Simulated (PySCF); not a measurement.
## Assignment exercise: CH$_{8}$Cl$_{2}$O$_{2}$Si$_{3}$

Geometry:
| atom | x (Å) | y (Å) | z (Å) |
| --- | --- | --- | --- |
| Si1 | -1.521 | 1.611 | 1.509 |
| O2 | -1.528 | 1.260 | -0.080 |
| Si3 | -1.337 | 0.567 | -1.517 |
| O4 | 0.118 | -0.169 | -1.603 |
| Si5 | 1.477 | -0.910 | -1.182 |
| C6 | 1.700 | -0.753 | 0.725 |
| Cl7 | 3.254 | -1.452 | 1.222 |
| Cl8 | 0.379 | -1.600 | 1.553 |
| H9 | -2.322 | 2.828 | 1.609 |
| H10 | -2.112 | 0.484 | 2.223 |
| H11 | -0.130 | 1.847 | 1.896 |
| H12 | -2.340 | -0.473 | -1.674 |
| H13 | -1.276 | 1.637 | -2.500 |
| H14 | 1.356 | -2.327 | -1.490 |
| H15 | 2.582 | -0.192 | -1.805 |
| H16 | 1.690 | 0.269 | 1.101 |

Computed data (PySCF 2.14): shieldings: GIAO PBE0/pcSseg-1, GFN2-xTB geometry. Single conformer, non-relativistic, averaged over atoms made equivalent by symmetry, fast rotation or ring inversion, no solvent.

References, each an isolated molecule treated in the same way: $^{1}$H (σ = 31.72 ppm) against TMS.

Assign these signals to the numbered atoms. $^{1}$H NMR (600 MHz, computed): δ 5.70 (t, 1H), 5.24 (s, 3H), 4.97 (s, 2H), 4.90 (d, 2H).

Results:


```tsv
δ (ppm)	atoms	environment	reason
5.70	H16	hydrogen on an sp3 CH bonded to 2 Cl and Si	its carbon carries Cl, which withdraws density
5.24	H9/H10/H11	hydrogen on a silicon bonded to O	–
4.97	H12/H13	hydrogen on a silicon bonded to 2 O	–
4.90	H14/H15	hydrogen on a silicon bonded to C, O	–
```

H12/H13 and H14/H15 lie closer than the usual error of such a calculation, so a measured spectrum could show them in the other order.

No couplings were computed; multiplicities are counted from neighbouring protons, with m where these are inequivalent, close in shift, in a saturated or five-membered ring or joined by F or P, and br s for small geminal =CH2 splittings.
